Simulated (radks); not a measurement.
Results of a calculation; reference values are marked as such.
Question: The selenium ion Se3+, configuration [Ar] 3d10 4s2 4p1. Level of theory: Dirac Kohn-Sham, LDA (Slater exchange, Perdew-Zunger correlation), spin-unpolarised, spherical densities, point nucleus; open shells fill j = l - 1/2 first (a radial shooting solver on a logarithmic mesh with Libxc functionals). Some entries of the table are withheld. Estimate them.

orbital  occ.  eigenvalue (eV)  <r^2> (bohr^2)
1s1/2       2              (1)             (2)
2s1/2       2        -1640.695         0.04535
2p1/2       2        -1477.163         0.03491
2p3/2       4        -1435.476         0.03638
3s1/2       2        -248.9916          0.3806
3p1/2       2              (3)             (4)
3p3/2       4              (5)             (6)
3d3/2       4         -90.1731             (7)
3d5/2       6         -89.2701             (8)
4s1/2       2         -49.6142           3.029
4p1/2       1         -37.1024           3.926
4p3/2       0         -36.4954           4.035

Answer: 
(1) 1s1/2 eigenvalue (eV): -12516.77
(2) 1s1/2 <r^2> (bohr^2): 0.002623
(3) 3p1/2 eigenvalue (eV): -193.0195
(4) 3p1/2 <r^2> (bohr^2): 0.3984
(5) 3p3/2 eigenvalue (eV): -187.1247
(6) 3p3/2 <r^2> (bohr^2): 0.4129
(7) 3d3/2 <r^2> (bohr^2): 0.4859
(8) 3d5/2 <r^2> (bohr^2): 0.4924
